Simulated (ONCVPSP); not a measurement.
**Building the ONCV potential for copper (PBE, fully relativistic).**

* Element: copper
* Generator: ONCVPSP 4.0.1
* Type: optimised norm-conserving Vanderbilt (ONCV)
* Functional: PBE
* Relativity: fully relativistic
* Frozen core: [Ne]
* Valence charge: 19
* Reference configuration: 3s2 3p6 3d9 (charge +2)
* Partial waves: 3s: rc 0.85 bohr, ncon 4, nbas 9, qcut 13.9 1/bohr, 2 projectors, debl 4 Ha; 3p: rc 0.85 bohr, ncon 5, nbas 10, qcut 19.9 1/bohr, 1 projector; 3d: rc 1.60 bohr, ncon 3, nbas 7, qcut 9.1 1/bohr, 2 projectors, debl 3.3 Ha
* Local potential: polynomial inside 0.65 bohr (lpopt 5, dvloc0 6 Ha)
* Core correction: Teter function, parameters optimised by the program

Open shells are filled in proportion to 2j + 1.

In the s channel the program set the typed energies aside and used -5.154, 0.250 Ha.

(1) Estimate the cutoffs (Ha) at which the residual kinetic energy of the hardest occupied pseudo-wave falls to 1 and 0.1 mHa per electron.

(2) Does the potential have ghost states?

(3) Which valence shell sets the plane-wave cutoff?

(4) Tests: 3s2 3p6 3d10 4s1; 3s2 3p6 3d10; 3s2 3p6 3d8; 3s2 3p6 3d9 4s2. Which has the largest error in its energy relative to the reference configuration, and how large is it?

## Answers

(1) 115 Ha and 141 Ha.

(2) No bound ghost flagged; GHOST(+) flags only above 600 eV.

(3) 3p: 115 Ha for 1 mHa per electron, against 74 Ha for 3s.

(4) 3s2 3p6 3d8, with +159 meV (all-electron minus pseudo) on +39.02 eV.
